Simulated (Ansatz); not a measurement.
N₂, singlet, geometry from GFN2-xTB; CASSCF(6,4)/STO-3G run with Ansatz (an electronic-structure program).

Here is a job for Ansatz.
Ansatz 0.2 input:
```yaml
crystal:
  periodic: [false, false, false]
  atoms:
    - {symbol: N, position_ang: [-0.00000000, -0.00000000, -0.54911021]}
    - {symbol: N, position_ang: [0.00000000, 0.00000000, 0.54911021]}
basis:
  gaussian:
    orbitals: STO-3G
hamiltonian:
  xc: hf
magnetization: {spin_polarized: false}
correlation: {active_space: {window: {electrons: 6, orbitals: 4}}}
```

**Question.** What does Ansatz print? Leave out banner, timings and long lists.

**Answer.** 
```
Functional definition: HF
133 factors; integrals over basis functions are off by at most 2.9e-6 eV
mean field evaluation 1: about -2925.1123 eV, gradient 2.8e0 eV
mean field evaluation 2: about -2925.1134 eV, gradient 2.8e0 eV
mean field evaluation 4: about -2925.1161 eV, gradient 1.7e-1 eV
mean field evaluation 8: about -2925.1161 eV, gradient 2.7e-6 eV
mean field -2925.11611225 eV, -107.4960344102 hartree, gradient 2.7e-6 eV, S^2 0.000000; 0 other end points of the search recorded, 0 dependent functions left out
reference -2925.11611225 eV, -107.4960344102 hartree; 7, 7 occupied and 3, 3 virtual orbitals, 133 factors
state -2926.24970255 eV, -107.5376930856 hartree
Total energy: -2926.24970255 eV, -107.5376930856 hartree
```
